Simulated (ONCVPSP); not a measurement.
# P (Z = 15): one change to an ONCV potential, before and after

* Element: phosphorus (P)
* Generator: ONCVPSP 4.0.1
* Type: optimised norm-conserving Vanderbilt (ONCV)
* Functional: BLYP
* Relativity: scalar-relativistic
* Frozen core: [Ne]
* Valence charge: 5
* Reference configuration: 3s2 3p1 (charge +2)
* Partial waves: 3s: rc 1.35 bohr, ncon 4, nbas 7, qcut 6.3 1/bohr, 3 projectors, debl 3.2 Ha; 3p: rc 1.85 bohr, ncon 4, nbas 8, qcut 3.8 1/bohr, 2 projectors, debl 2.4 Ha
* Local potential: polynomial inside 1.00 bohr (lpopt 3, dvloc0 0 Ha)
* Core correction: Teter function, fcfact 5.25, rcfact 1.25

Change: core correction Teter function, parameters optimised by the program.

Cutoffs: the cutoffs (Ha) at which the residual kinetic energy of the hardest occupied pseudo-wave falls to 1 and 0.1 mHa per electron; they do not see the model core or the augmentation charge, which bear on the density cutoff. Errors are all-electron minus pseudo energies relative to the spin-unpolarised reference configuration.

Q: What does the change do?

A: The potential gets neither clearly harder nor softer (11 Ha and 37 Ha → 11 Ha and 37 Ha); both files keep a bound ghost (s); of the 4 tests that both files solve, the error grows in 0 and shrinks in 3 by more than 15 % and 0.3 meV (median size 15.6 → 6.5 meV). A model core, the more so a compact one, raises the density cutoff, which this test does not measure.

```csv
quantity,base,changed
"cutoff, loose",11 Ha,11 Ha
"cutoff, tight",37 Ha,37 Ha
bound ghosts,s,s
GHOST(+) flags under 300 eV,none,none
"error for 3s2 3p3, meV [ΔE -28.59 eV]",+18,+9.0
"error for 3s2 3p2, meV [ΔE -19.01 eV]",+8.2,+4.0
"error for 3s2 3p0, meV [ΔE 29.67 eV]",+17,+3.2
"error for 3s0 3p5, meV [ΔE -11.33 eV]",+14,+12
s: phases at 1.37 bohr within 0.05 rad from the reference energy up to (Ha; the scan ends near 5),to the end of the scan,to the end of the scan
p: phases at 1.88 bohr within 0.05 rad from the reference energy up to (Ha; the scan ends near 5),3.0,3.0
"rms error of d²Exc/dni dnj with the model core, mHa",3.27,0.06
```

 A true bound ghost makes a file unfit for plane-wave use even where its test errors are small: the radial tests pick states by their node count and pass the ghost by.
